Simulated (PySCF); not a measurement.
Molecule: SMILES COC(=O)[SiH2][SiH2]O. Atoms near the plane z = 0.0 Å, at the GFN2-xTB optimised geometry (x, y, z in Å): C1 (2.4, -1.8, 0.1), O2 (1.0, -1.7, 0.1), C3 (0.5, -0.5, 0.0), O4 (1.2, 0.5, -0.1), Si5 (-1.4, -0.5, 0.0), Si6 (-2.0, 1.8, 0.0), O7 (-0.6, 2.7, -0.3), H8 (2.9, -0.9, -0.2), H9 (2.7, -2.7, -0.5), H14 (-2.9, 2.2, -1.1), H15 (0.2, 2.3, -0.3).

Computed with PBE/def2-TZVP (PySCF). Cells within 0.4 Å of a nucleus heavier than hydrogen are left out (blank, or x). The values are rescaled to run from 0 to 1.

```
|111111111111111111111111111|
|111111111111111111111111111|
|111111111111111111111111111|
|111111111111111111111111111|
|111111111112111111111111111|
|111111100124311111111111111|
|11111110014xx31011111111111|
|111111100253240011111111111|
|1111111xx132110011111111111|
|11111001x111100111111111111|
|111110012211111232111111111|
|1111111244211115x5211111111|
|1111111244211114xx211111111|
|111111112211323952111111111|
|111111100xx257xx10111011111|
|111111101x1244x410013211111|
|111111111101111630038511111|
|111111111100100xx32x8311111|
|111111111111112xx32xx001111|
|111111111111112310045101111|
|111111111111111110123111111|
|111111111111111111111111111|
|111111111111111111111111111|
|111111111111111111111111111|
|111111111111111111111111111|
|111111111111111111111111111|
|111111111111111111111111111|
```
Scale: ten equal steps from 0.000 (start of '0') to 1.00 (end of '9'), in the order '0123456789'; x runs from -5.00 to 5.00, y from -5.00 (bottom) to 5.00 (top).

Task: Which quantity is mapped?
A. electrostatic potential
B. log10 of the electron density
C. deformation density (molecule minus spherical neutral atoms)
D. Laplacian of the electron density

Result: C, deformation density (molecule minus spherical neutral atoms). In full: deformation density (molecule minus spherical neutral atoms) (e/bohr³).
